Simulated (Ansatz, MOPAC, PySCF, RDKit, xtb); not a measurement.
Noncovalent pair: HF (SMILES F) (first 2 atoms) with H2 (SMILES [H][H]); geometry from B3LYP-D3(BJ)/def2-TZVP, rigid monomers moved along the line of their centres of mass till H2···H3 is 1.78 Å.
(charge 0, multiplicity 1):
```xyz
4

F      0.06905     0.09157    -0.12666
H      0.10901     0.08216     0.79901
H      0.55901     0.08224     2.52046
H     -0.18559     0.04384     2.55334
```

```json
[
 {"level": "UFF", "interaction energy (kcal/mol)": "26.06", "minus CCSD(T)/CBS(aug-cc-pVTZ, aug-cc-pVQZ)": "26.84", "cost": "-"},
 {"level": "GFN-FF", "interaction energy (kcal/mol)": "2.54", "minus CCSD(T)/CBS(aug-cc-pVTZ, aug-cc-pVQZ)": "3.32", "cost": "-"},
 {"level": "AM1", "interaction energy (kcal/mol)": "0.76", "minus CCSD(T)/CBS(aug-cc-pVTZ, aug-cc-pVQZ)": "1.54", "cost": "-"},
 {"level": "PM3", "interaction energy (kcal/mol)": "-3.22", "minus CCSD(T)/CBS(aug-cc-pVTZ, aug-cc-pVQZ)": "-2.44", "cost": "-"},
 {"level": "PM7", "interaction energy (kcal/mol)": "-0.65", "minus CCSD(T)/CBS(aug-cc-pVTZ, aug-cc-pVQZ)": "0.13", "cost": "-"},
 {"level": "GFN1-xTB", "interaction energy (kcal/mol)": "0.28", "minus CCSD(T)/CBS(aug-cc-pVTZ, aug-cc-pVQZ)": "1.05", "cost": "-"},
 {"level": "GFN2-xTB", "interaction energy (kcal/mol)": "-0.44", "minus CCSD(T)/CBS(aug-cc-pVTZ, aug-cc-pVQZ)": "0.34", "cost": "-"},
 {"level": "HF/STO-3G (no counterpoise)", "interaction energy (kcal/mol)": "4.49", "minus CCSD(T)/CBS(aug-cc-pVTZ, aug-cc-pVQZ)": "5.26", "cost": "-"},
 {"level": "HF/3-21G (no counterpoise)", "interaction energy (kcal/mol)": "1.87", "minus CCSD(T)/CBS(aug-cc-pVTZ, aug-cc-pVQZ)": "2.65", "cost": "-"},
 {"level": "HF/6-31G*", "interaction energy (kcal/mol)": "2.13", "minus CCSD(T)/CBS(aug-cc-pVTZ, aug-cc-pVQZ)": "2.91", "cost": "-"},
 {"level": "HF/6-31G* (no counterpoise)", "interaction energy (kcal/mol)": "1.82", "minus CCSD(T)/CBS(aug-cc-pVTZ, aug-cc-pVQZ)": "2.59", "cost": "-"},
 {"level": "HF/aug-cc-pVDZ", "interaction energy (kcal/mol)": "0.32", "minus CCSD(T)/CBS(aug-cc-pVTZ, aug-cc-pVQZ)": "1.10", "cost": "-"},
 {"level": "HF/aug-cc-pVQZ", "interaction energy (kcal/mol)": "0.47", "minus CCSD(T)/CBS(aug-cc-pVTZ, aug-cc-pVQZ)": "1.24", "cost": "-"},
 {"level": "PBE/def2-TZVPPD", "interaction energy (kcal/mol)": "-1.33", "minus CCSD(T)/CBS(aug-cc-pVTZ, aug-cc-pVQZ)": "-0.55", "cost": "×1"},
 {"level": "PBE-D3(BJ)/def2-TZVPPD", "interaction energy (kcal/mol)": "-1.55", "minus CCSD(T)/CBS(aug-cc-pVTZ, aug-cc-pVQZ)": "-0.77", "cost": "×1"},
 {"level": "PBE-D4/def2-TZVPPD", "interaction energy (kcal/mol)": "-1.48", "minus CCSD(T)/CBS(aug-cc-pVTZ, aug-cc-pVQZ)": "-0.71", "cost": "×1"},
 {"level": "r2SCAN/def2-TZVPPD", "interaction energy (kcal/mol)": "-0.85", "minus CCSD(T)/CBS(aug-cc-pVTZ, aug-cc-pVQZ)": "-0.08", "cost": "×2"},
 {"level": "r2SCAN-D3(BJ)/def2-TZVPPD", "interaction energy (kcal/mol)": "-0.91", "minus CCSD(T)/CBS(aug-cc-pVTZ, aug-cc-pVQZ)": "-0.13", "cost": "×2"},
 {"level": "r2SCAN-D4/def2-TZVPPD", "interaction energy (kcal/mol)": "-0.89", "minus CCSD(T)/CBS(aug-cc-pVTZ, aug-cc-pVQZ)": "-0.12", "cost": "×2"},
 {"level": "B3LYP/3-21G (no counterpoise)", "interaction energy (kcal/mol)": "0.41", "minus CCSD(T)/CBS(aug-cc-pVTZ, aug-cc-pVQZ)": "1.19", "cost": "-"},
 {"level": "B3LYP/6-31G* (no counterpoise)", "interaction energy (kcal/mol)": "0.35", "minus CCSD(T)/CBS(aug-cc-pVTZ, aug-cc-pVQZ)": "1.13", "cost": "-"},
 {"level": "B3LYP/def2-TZVPPD", "interaction energy (kcal/mol)": "-0.73", "minus CCSD(T)/CBS(aug-cc-pVTZ, aug-cc-pVQZ)": "0.05", "cost": "×1"},
 {"level": "B3LYP-D3(BJ)/def2-TZVPPD", "interaction energy (kcal/mol)": "-1.06", "minus CCSD(T)/CBS(aug-cc-pVTZ, aug-cc-pVQZ)": "-0.29", "cost": "×1"},
 {"level": "B3LYP-D4/def2-TZVPPD", "interaction energy (kcal/mol)": "-0.96", "minus CCSD(T)/CBS(aug-cc-pVTZ, aug-cc-pVQZ)": "-0.18", "cost": "×1"},
 {"level": "PBE0/def2-TZVPPD", "interaction energy (kcal/mol)": "-1.13", "minus CCSD(T)/CBS(aug-cc-pVTZ, aug-cc-pVQZ)": "-0.36", "cost": "×1"},
 {"level": "PBE0-D3(BJ)/def2-TZVPPD", "interaction energy (kcal/mol)": "-1.31", "minus CCSD(T)/CBS(aug-cc-pVTZ, aug-cc-pVQZ)": "-0.53", "cost": "×1"},
 {"level": "PBE0-D4/def2-TZVPPD", "interaction energy (kcal/mol)": "-1.26", "minus CCSD(T)/CBS(aug-cc-pVTZ, aug-cc-pVQZ)": "-0.49", "cost": "×1"},
 {"level": "M06-2X/6-31G* (no counterpoise)", "interaction energy (kcal/mol)": "0.47", "minus CCSD(T)/CBS(aug-cc-pVTZ, aug-cc-pVQZ)": "1.25", "cost": "-"},
 {"level": "wB97X-V/def2-TZVPPD", "interaction energy (kcal/mol)": "-0.89", "minus CCSD(T)/CBS(aug-cc-pVTZ, aug-cc-pVQZ)": "-0.11", "cost": "×3"},
 {"level": "wB97M-V/def2-TZVPPD", "interaction energy (kcal/mol)": "-0.79", "minus CCSD(T)/CBS(aug-cc-pVTZ, aug-cc-pVQZ)": "-0.02", "cost": "×3"},
 {"level": "MP2/6-31G*", "interaction energy (kcal/mol)": "2.02", "minus CCSD(T)/CBS(aug-cc-pVTZ, aug-cc-pVQZ)": "2.80", "cost": "-"},
 {"level": "MP2/6-31G* (no counterpoise)", "interaction energy (kcal/mol)": "1.38", "minus CCSD(T)/CBS(aug-cc-pVTZ, aug-cc-pVQZ)": "2.16", "cost": "-"},
 {"level": "MP2/aug-cc-pVTZ", "interaction energy (kcal/mol)": "-0.58", "minus CCSD(T)/CBS(aug-cc-pVTZ, aug-cc-pVQZ)": "0.19", "cost": "-"},
 {"level": "MP2/CBS(aug-cc-pVTZ, aug-cc-pVQZ)", "interaction energy (kcal/mol)": "-0.73", "minus CCSD(T)/CBS(aug-cc-pVTZ, aug-cc-pVQZ)": "0.04", "cost": "-"},
 {"level": "SCS-MP2/aug-cc-pVDZ", "interaction energy (kcal/mol)": "-0.14", "minus CCSD(T)/CBS(aug-cc-pVTZ, aug-cc-pVQZ)": "0.64", "cost": "-"},
 {"level": "CCSD/aug-cc-pVDZ", "interaction energy (kcal/mol)": "-0.30", "minus CCSD(T)/CBS(aug-cc-pVTZ, aug-cc-pVQZ)": "0.48", "cost": "-"},
 {"level": "CCSD/aug-cc-pVTZ", "interaction energy (kcal/mol)": "-0.46", "minus CCSD(T)/CBS(aug-cc-pVTZ, aug-cc-pVQZ)": "0.32", "cost": "-"},
 {"level": "CCSD/aug-cc-pVQZ", "interaction energy (kcal/mol)": "-0.54", "minus CCSD(T)/CBS(aug-cc-pVTZ, aug-cc-pVQZ)": "0.24", "cost": "-"},
 {"level": "CCSD(T)/aug-cc-pVDZ", "interaction energy (kcal/mol)": "-0.41", "minus CCSD(T)/CBS(aug-cc-pVTZ, aug-cc-pVQZ)": "0.37", "cost": "×1"},
 {"level": "CCSD(T)/CBS(aug-cc-pVTZ, aug-cc-pVQZ)", "interaction energy (kcal/mol)": "-0.78", "minus CCSD(T)/CBS(aug-cc-pVTZ, aug-cc-pVQZ)": "0.00", "cost": "×100*"}
]
```

 The comparison column counts from a level with limits of its own.

The rows run from -3.22 (PM3) to 26.06 kcal/mol (UFF). The dispersion term adds -0.22 in PBE-D3(BJ), -0.15 in PBE-D4, -0.06 in r2SCAN-D3(BJ). The 6 functionals in def2-TZVPPD without D3 or D4 span 0.61, from PBE to B3LYP.

Monomers are frozen at their geometry in the pair; levels with a basis set take the counterpoise correction. Rows marked so take none. RDKit's UFF carries no charges.

Frozen-core correlation. CBS(a, b) extrapolates the correlation energy as X⁻³ and adds the Hartree–Fock energy of set b. Rows in 3-21G, 6-31G*, STO-3G carry no dispersion term and start afresh at each structure (6-31G* with six Cartesian d functions). MP2/6-31G* freezes PySCF's default core. The state that AM1, PM3, PM7 reach isn't checked; PM7 holds dispersion and hydrogen-bond terms.

The values were computed with Ansatz (Gaussian orbitals); MOPAC for AM1, PM3, PM7 (differences of heats of formation); PySCF for 3-21G rows, 6-31G* rows, STO-3G rows, the dispersion terms; RDKit for the force fields; xtb for the GFN methods. 

Costs are rough ratios of core time to PBE/def2-TZVPPD (about 0.5 s over the structures, on one shared machine); a dash marks a level with no comparable run of its own. A star marks coupled-cluster runs past 200 virtual orbitals, where the program's memory plan changes under this machine's limit, so their costs aren't comparable with smaller runs.

Ansatz is a quantum-chemistry and plane-wave program.
